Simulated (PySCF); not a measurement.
Isomers of [C6H13NP]+.

All values: PBE0/pcSseg-1 (PySCF) at GFN2-xTB geometries, gas phase, one conformer each.

Question: Rank by HOMO–LUMO gap, lowest first.
A. `[CH3:1][CH2:2][CH2:3][CH2:4][PH2+:5][CH2:6][C:7]#[N:8]` (charge +1) with C1–C2–C3–C4 176°, C2–C3–C4–P5 52°, C3–C4–P5–C6 163°, C4–P5–C6–C7 179°
B. `[CH3:1][CH:2]([CH3:3])[P@@H+:4]([CH3:5])[CH2:6][C:7]#[N:8]` (charge +1) with C1–C2–P4–C5 178°, C2–P4–C6–C7 -179°
C. `[CH3:1][CH2:2][P+:3]1([N:4]([CH3:5])[CH3:6])[CH:7]=[CH:8]1` (charge +1) with C1–C2–P3–N4 -166°, C2–P3–N4–C5 -50°
D. `[CH3:1][NH:2][P+:3]1([CH3:4])[CH2:5][CH:6]=[CH:7][CH2:8]1` (charge +1) with C1–N2–P3–C4 -53°

Answer: C (6.02 eV), D (7.93 eV), A (8.43 eV), B (9.29 eV).

Question: Rank by the lowest IAO charge on any atom, lowest value first.
A. `[CH3:1][CH2:2][P+:3]1([N:4]([CH3:5])[CH3:6])[CH:7]=[CH:8]1` (charge +1) with C1–C2–P3–N4 -166°, C2–P3–N4–C5 -50°
B. `[CH3:1][CH2:2][CH2:3][CH2:4][PH2+:5][CH2:6][C:7]#[N:8]` (charge +1) with C1–C2–C3–C4 176°, C2–C3–C4–P5 52°, C3–C4–P5–C6 163°, C4–P5–C6–C7 179°
C. `[CH3:1][NH:2][P+:3]1([CH3:4])[CH2:5][CH:6]=[CH:7][CH2:8]1` (charge +1) with C1–N2–P3–C4 -53°

Answer: C (-0.649 e), B (-0.489 e), A (-0.456 e).

Question: Rank by the highest Hirshfeld charge on any atom, lowest value first.
A. `[CH3:1][NH:2][P+:3]1([CH3:4])[CH2:5][CH:6]=[CH:7][CH2:8]1` (charge +1) with C1–N2–P3–C4 -53°
B. `[CH3:1][CH:2]([CH3:3])[P@@H+:4]([CH3:5])[CH2:6][C:7]#[N:8]` (charge +1) with C1–C2–P4–C5 178°, C2–P4–C6–C7 -179°
C. `[CH3:1][CH2:2][P+:3]1([N:4]([CH3:5])[CH3:6])[CH:7]=[CH:8]1` (charge +1) with C1–C2–P3–N4 -166°, C2–P3–N4–C5 -50°

Answer: C (+0.458 e), B (+0.486 e), A (+0.519 e).

All values together:

```csv
SMILES,HOMO (eV),LUMO (eV),lowest IAO charge (e),highest IAO charge (e),lowest Hirshfeld charge (e),highest Hirshfeld charge (e)
CCCC[PH2+]CC#N,-13.45,-5.02,-0.489 (C),+0.927 (P),-0.146 (N),+0.494 (P)
CN[P+]1(C)CC=CC1,-11.68,-3.75,-0.649 (C),+1.338 (P),-0.157 (N),+0.519 (P)
CC(C)[P@@H+](C)CC#N,-13.76,-4.47,-0.640 (C),+1.062 (P),-0.151 (N),+0.486 (P)
CC[P+]1(N(C)C)C=C1,-11.52,-5.50,-0.456 (C),+1.248 (P),-0.099 (C),+0.458 (P)
```

Conformers: `[CH3:1][CH2:2][CH2:3][CH2:4][PH2+:5][CH2:6][C:7]#[N:8]` (charge +1) with C1–C2–C3–C4 176°, C2–C3–C4–P5 52°, C3–C4–P5–C6 163°, C4–P5–C6–C7 179°; `[CH3:1][NH:2][P+:3]1([CH3:4])[CH2:5][CH:6]=[CH:7][CH2:8]1` (charge +1) with C1–N2–P3–C4 -53°; `[CH3:1][CH:2]([CH3:3])[P@@H+:4]([CH3:5])[CH2:6][C:7]#[N:8]` (charge +1) with C1–C2–P4–C5 178°, C2–P4–C6–C7 -179°; `[CH3:1][CH2:2][P+:3]1([N:4]([CH3:5])[CH3:6])[CH:7]=[CH:8]1` (charge +1) with C1–C2–P3–N4 -166°, C2–P3–N4–C5 -50°.
